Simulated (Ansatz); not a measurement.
Geometry optimisation, Ansatz 0.2.0, RKS BHLYP/def2-SVP.

Input file:

```yaml
crystal:
  periodic: [false, false, false]
  atoms:
    - { symbol: Ti, position_ang: [-0.5798, 0.4633, -0.1952] }
    - { symbol: Cl, position_ang: [0.9778, -1.914, -0.6674] }
    - { symbol: F, position_ang: [-1.5504, -0.0772, -1.4711] }
    - { symbol: F, position_ang: [-1.5506, 0.4342, 1.1948] }
    - { symbol: F, position_ang: [0.2536, 1.8388, -0.7306] }
    - { symbol: H, position_ang: [1.2613, -0.7562, 0.6316] }
    - { symbol: H, position_ang: [1.1881, 0.011, 1.2379] }
basis:
  gaussian: { orbitals: def2-SVP }
hamiltonian:
  xc: { name: BHLYP }
relax:
  f_tol: 0.15
  max_steps: 25
  restrain:
    - { distance: [0, 6], at: 3.21, k: 30.0 }
    - { distance: [5, 1], at: 2.63, k: 30.0 }
    - { distance: [0, 1], at: 2.62, k: 30.0 }
    - { distance: [5, 6], at: 0.62, k: 30.0 }
output:
  orbitals: {}
```

Launched with:

```bash
$ ansatz run input.yaml --threads 2 --pin off --max-ram 3072MiB --backend cpu --events-out ev --progress --plain --runs-dir out
```

Question: Where does it end, and by what steps?

Answer: It converged. The restraints hold the end off the free minimum. After 7 steps the energy has fallen by 1.820 eV (the restraints' own energy left out); H6 moved furthest, 0.71 Å. Joined: H6–H7 (0.98 → 0.70 Å).

| step | energy less start (eV) | largest force component (eV/Å) | accepted |
| --- | --- | --- | --- |
| 0 | 0.0000 | 3.290 | yes |
| 1 | -0.3231 | 3.720 | yes |
| 2 | -0.4052 | 4.866 | yes |
| 3 | -1.0184 | 3.399 | yes |
| 4 | -1.6536 | 2.577 | yes |
| 5 | -1.8190 | 2.599 | yes |
| 6 | -1.8097 | 2.416 | no |
| 7 | -1.8205 | 2.333 | yes |

```xyz
7
Properties=species:S:1:pos:R:3
Ti -0.715 0.210 -0.540
Cl 0.686 -1.864 -0.857
F -1.968 0.225 -1.694
F -1.437 0.255 1.004
F 0.208 1.625 -0.761
H 1.607 -0.488 1.192
H 1.620 0.037 1.656
```

Run time: 11 s on 2 threads of AMD EPYC 9R45 96-Core Processor (Zen 5) (shared host), peak memory 0.26 GiB.
